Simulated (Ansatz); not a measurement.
Gas-phase electronic energies from Ansatz, PBE0-D4/def2-TZVP geometries. CCSD(T)/CBS adds triple-zeta CCSD(T) − MP2 to the extrapolated MP2 energy (def2 sets, frozen cores). Functionals use def2-TZVPP. For Ge outer-core shells are correlated without core-valence functions, which leaves a few kJ/mol of doubt a bond. Scalar relativity is left out up to krypton. One conformer a species, not always the lowest.

Consider the redistribution: `[CH3][GeH]([F])[SH]` + `NCB1C=N1` → `N[CH2][GeH]([F])[SH]` + `CB1C=N1`.

`[CH3][GeH]([F])[SH]`:

Cartesian coordinates in Å:
```
C -0.617 -1.055 0.008
Ge 0.277 0.569 0.559
F 1.891 0.079 1.010
S 0.421 2.064 -1.059
H -1.643 -0.836 -0.291
H -0.084 -1.496 -0.835
H -0.623 -1.767 0.834
H -0.296 1.293 1.784
H 0.675 1.149 -2.009
```

`NCB1C=N1`:

```xyz
10

N    -1.301    0.045    1.312
C    -0.857   -0.406   -0.010
B     0.560    0.023   -0.482
C     1.762    0.192   -1.268
N     1.727    0.772   -0.105
H    -0.657   -0.284    2.021
H    -1.265    1.057    1.359
H    -1.590   -0.079   -0.758
H    -0.927   -1.500   -0.050
H     2.548    0.179   -2.019
```

`N[CH2][GeH]([F])[SH]`:

Cartesian coordinates in Å:
```
N 0.700 1.301 0.826
C -0.556 0.578 0.751
Ge -0.342 -1.000 -0.386
F -0.104 -2.368 0.673
S 1.470 -0.720 -1.616
H 0.921 1.750 -0.053
H 0.670 2.017 1.539
H -0.807 0.183 1.739
H -1.421 1.159 0.400
H -1.539 -1.404 -1.263
H 1.009 -1.497 -2.610
```

`CB1C=N1`:

Cartesian coordinates in Å:
```
C -0.714 1.000 -0.097
B 0.207 -0.218 0.117
C 0.990 -1.408 -0.135
N 0.923 -0.989 1.096
H -0.624 1.430 -1.096
H -0.545 1.779 0.649
H -1.753 0.670 0.015
H 1.516 -2.265 -0.548
```

```
         level  ΔE (kJ/mol)  difference from CCSD(T)/CBS
        PBE-D4          0.0                         -0.4
     r2SCAN-D4          1.5                          1.1
       PBE0-D4          0.8                          0.4
       ωB97X-V          1.6                          1.2
       ωB97M-V          1.0                          0.6
        B2PLYP          2.5                          2.1
           PBE          1.7                          1.3
 HF/def2-TZVPP          5.9                          5.5
MP2/def2-TZVPP          1.7                          1.3
CCSD/CBS(def2)          0.8                          0.4
   CCSD(T)/CBS          0.4                            0
```

Largest T1 diagnostic among the species: 0.011.

In def2-TZVPP, CCSD(T) changes the Hartree–Fock value by −3.1 kJ/mol (the triples alone add −0.4 kJ/mol) and MP2 by −4.2 kJ/mol.
